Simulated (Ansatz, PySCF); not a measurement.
This PySCF input computes a CAM-B3LYP/def2-TZVPD energy:

```python
from pyscf import gto, scf, dft

mol = gto.M(
    atom='''
    Si    0.22801377   -0.03904773    0.13845387
    Cl    0.36091690    1.60702398   -1.06314450
    Cl   -0.20650726   -1.64515960   -1.04588142
    Cl   -1.23848788    0.22411605    1.51297509
    O     1.60228748   -0.27443836    0.96464162
    H     2.41883730   -0.41949223    0.47737680
    ''',
    basis='def2-tzvpd',
    charge=0,
    spin=0,
    verbose=4,
)

mf = dft.RKS(mol, xc='camb3lyp').density_fit(auxbasis='def2-universal-jkfit')
mf.grids.level = 3
mf.conv_tol = 1e-9
mf.max_cycle = 100
mf.max_memory = 1500
mf.kernel()
if not mf.converged:
    mf = mf.newton()
    mf.kernel(mf.make_rdm1())
mf.analyze()
```

Q: Write an input for the same energy in Ansatz (a first-principles code) and say what it gives.

A: 
Ansatz 0.2 input:
```yaml
crystal:
  periodic: [false, false, false]
  atoms:
    - {symbol: Si, position_ang: [0.22801377, -0.03904773, 0.13845387]}
    - {symbol: Cl, position_ang: [0.36091690, 1.60702398, -1.06314450]}
    - {symbol: Cl, position_ang: [-0.20650726, -1.64515960, -1.04588142]}
    - {symbol: Cl, position_ang: [-1.23848788, 0.22411605, 1.51297509]}
    - {symbol: O, position_ang: [1.60228748, -0.27443836, 0.96464162]}
    - {symbol: H, position_ang: [2.41883730, -0.41949223, 0.47737680]}
basis:
  gaussian:
    orbitals: def2-TZVPD
hamiltonian:
  xc: {name: CAM-B3LYP}
output: {forces: true}
```
It gives -1746.24923 Eh, and PySCF -1746.24928 Eh, a difference of 0.05 mEh, from the treatment of integrals and grids.
